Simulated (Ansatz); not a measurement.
CH$_{5}$MoNS$_{2}$ (`[CH3][Mo]([NH2])(=[S])=[S]`). Total charge 0; spin multiplicity 1. Correlated methods include outer-core shells of Mo, which these sets cover unevenly. Mo takes the def2 core potential.

Z-matrix (Å, degrees):
```
C
Mo 1 2.098
H 1 1.092 2 109.9
H 1 1.093 2 108.9 3 -120.0
H 1 1.093 2 108.9 3 120.0
N 2 1.904 1 106.5 3 180.0
S 2 2.100 1 105.4 3 -60.2
S 2 2.100 1 105.4 3 60.2
H 6 1.011 2 123.4 1 98.4
H 6 1.011 2 123.4 1 -98.4
```

(1) Give the diagnostics of a CCSD(T)/def2-TZVPP run (frozen core, Ansatz 0.2.0). (An estimate is asked.)

## Answers

(1) Ansatz gave: T1 = 0.0247, largest single amplitude 0.081, largest double 0.071, (T) share of the correlation energy 6.4 %, 15 CCSD cycles. The RHF solution is unstable towards an unrestricted one. T1 lies over the customary mark of 0.02 for closed shells; compounds of d metals often pass it without a breakdown.
